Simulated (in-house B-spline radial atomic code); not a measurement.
A run on Nb (an excited or competing configuration) that did not converge. Method: scalar-relativistic (X2C) wB97X, spin-polarised, spherical fractional occupations, exact exchange averaged over the configuration, Fermi nucleus of rms radius 4.324 fm; computed with a B-spline radial code for spherical atoms.

Command:
```bash
python run_scf.py task.json out
```
Settings (nuclear radius in fm, mass in u):
```
Z                41
configuration    [Ar] 3d10 4s2 4p5 4d4 5s1 6f1
hamiltonian      x2c
method           wb97x
spin_polarised   True
nucleus          fermi
rms_radius       4.324
atomic_mass      92.90637
speed_of_light   137.035999084
exact_exchange   averaged over the configuration
```

First and last ten iterations of the last attempt (damped for 15 steps, keeping 80 % of the old Fock matrix, then DIIS):
```
 iter        energy (Eh)    residual
    1       -3812.586331    4.26e-01
    2       -3816.059722    2.02e-01
    3       -3817.068498    1.33e-01
    4       -3817.601883    9.31e-02
    5       -3817.840440    6.71e-02
    6       -3817.953693    5.09e-02
    7       -3818.022755    3.83e-02
    8       -3818.056750    2.91e-02
    9       -3818.073426    2.26e-02
   10       -3818.082011    1.81e-02
  111       -3818.092754    5.90e-04
  112       -3818.092750    6.96e-04
  113       -3818.092850    6.82e-04
  114       -3818.092841    4.11e-04
  115       -3818.092839    4.54e-04
  116       -3818.092848    5.20e-04
  117       -3818.092846    5.05e-04
  118       -3818.092786    3.96e-04
  119       -3818.092035    8.82e-04
  120       -3818.091974    8.57e-04
 not converged after 120 iterations
```

The smallest residual met was 1.7e-04; the threshold is about 4e-07. No energy from this run should be used. Cost of the run: 37 s on 1 thread of Arm Neoverse V1, with other jobs on the host.
